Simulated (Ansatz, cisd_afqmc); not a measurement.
Species: Sc, charge 0, doublet.

Total energies in def2-SVP, 3 correlated electrons, 9 frozen orbitals. UHF or UKS for unpaired electrons; spin-orbit terms are left out. Cores are frozen in correlated methods (noble-gas shells, and filled d and f shells in the p block). No relativity. The Monte Carlo rows (phaseless AFQMC, CISD trial, step 0.005/hartree) carry one-sigma bars that omit the constraint's bias. Outlying blocks are dropped, and bars are widened where a walk drifts. Over all cases where full CI ran beside it in this data, AFQMC minus full CI had a median of +0.1 mEh and passed +0.4 mEh in a tenth of the cases. The determinant of Sc ([Sc], doublet) is a saddle point of the SCF energy; a lower one exists, which strains HF and MP2. Open-shell metal atoms are single determinants of the lowest configuration found, not pure terms.

```tsv
method	program	energy (Eh)	minus CCSDT (mEh)
HF	Ansatz	-759.62862	34.96
MP2	Ansatz	-759.65136	12.22
CCSD	Ansatz	-759.66261	0.97
CCSD(T)	Ansatz	-759.66318	0.40
CCSDT	Ansatz	-759.66358	0.00
AFQMC/CISD	cisd_afqmc	-759.6633 ± 0.0001	0.3 ± 0.1
```

Ansatz is an electronic-structure program.
